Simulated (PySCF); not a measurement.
## Frontier orbitals and the lowest excitations

Compound: C4H12B2O4.
Cartesian coordinates in Å at the PBE0-D3(BJ)/def2-SVP level; atoms count from 1:
```xyz
22
C4H12B2O4 angstrom
C     -2.920    1.829   -0.962
O     -1.595    1.364   -0.999
B     -1.136    0.471   -0.079
O     -2.029    0.063    0.870
C     -1.713   -0.847    1.886
B      0.513   -0.023   -0.215
O      1.291    0.025    0.912
C      2.671   -0.175    1.055
O      0.918   -0.420   -1.453
C      2.146   -0.928   -1.893
H     -3.640    1.013   -1.138
H     -3.042    2.584   -1.753
H     -3.167    2.286    0.010
H     -2.089   -0.463    2.847
H     -2.203   -1.817    1.695
H     -0.627   -1.006    1.976
H      3.258    0.430    0.346
H      2.952   -1.234    0.929
H      2.956    0.129    2.073
H      2.493   -1.779   -1.285
H      2.935   -0.158   -1.901
H      2.018   -1.284   -2.926
```

Computed, not measured: TDDFT PBE0/def2-SVPD, vertical, gas phase, core orbitals frozen in the response (PySCF 2.14.0, density-fitted response routines).

Kohn–Sham orbitals with the atoms that hold most of them (Löwdin shares over 4%, at most four atoms; ? is withheld):

| orbital | ε (eV) | atoms |
| --- | --- | --- |
| LUMO+2 | 0.88 | B3 23%, C1 11%, O4 8%, C5 6% |
| LUMO+1 | 0.33 | B6 23%, C8 14%, C10 11%, B3 7% |
| LUMO | 0.07 | ? |
| HOMO | -7.71 | O4 21%, B3 19%, B6 18%, O2 10% |
| HOMO-1 | -7.91 | ? |
| HOMO-2 | -8.28 | O9 31%, O7 30%, C10 8%, C8 7% |
| HOMO-3 | -8.46 | O9 33%, O7 26%, C10 10%, C8 7% |

Task: Give the leading atoms of the HOMO-1.

Result: O2 (bonded to B and C) 37%; O4 (bonded to B and C) 26%; C1 (bonded to O and 3 H) 8%; C5 (bonded to O and 3 H) 7%. By element: oxygen 63% or more, carbon 15% or more.

Task: Which atoms hold the LUMO, and with what shares?

Result: B6 (bonded to B and 2 O) 22%; B3 (bonded to B and 2 O) 18%; O9 (bonded to B and C) 14%; O7 (bonded to B and C) 13%. By element: boron 40%, oxygen 27% or more.

Task: The HOMO–LUMO gap is 7.77 eV. Where does the response calculation put the lowest singlet, and from which orbitals?

Result: S1 is at 6.43 eV (f = 0.018), 1.35 eV below the gap, made of HOMO→LUMO (91%). Without the coupling terms of the response equations the lowest excitation would equal the gap.

Task: One configuration dominates each of S1, S2, S4, S5, S6 and S7. Which, and how do the shares of the two leading atoms of either orbital change from the occupied to the empty one?

Result: 
- S1 (6.43 eV, f 0.018), HOMO→LUMO (91%): O4 21% → at most 14%, B3 19% → 18%, B6 18% → 22%
- S2 (6.89 eV, f 0.053), HOMO-1→LUMO (77%): O2 37% → at most 14%, O4 26% → at most 14%, B6 at most 7% → 22%, B3 at most 7% → 18%
- S4 (7.10 eV, f 0.0031), HOMO→LUMO+1 (90%): O4 21% → at most 7%, B3 19% → 7%, B6 18% → 23%, C8 at most 11% → 14%
- S5 (7.19 eV, f 0.038), HOMO-2→LUMO (92%): O9 31% → 14%, O7 30% → 13%, B6 at most 8% → 22%, B3 at most 8% → 18%
- S6 (7.39 eV, f 0.0039), HOMO-1→LUMO+1 (76%): O2 37% → at most 7%, O4 26% → at most 7%, B6 at most 7% → 23%, C8 at most 7% → 14%
- S7 (7.43 eV, f 0.0004), HOMO-2→LUMO+1 (92%): O9 31% → at most 7%, O7 30% → at most 7%, B6 at most 8% → 23%, C8 7% → 14%

Löwdin shares depend on the basis, the more so with diffuse functions.

One conformer stands for the species.
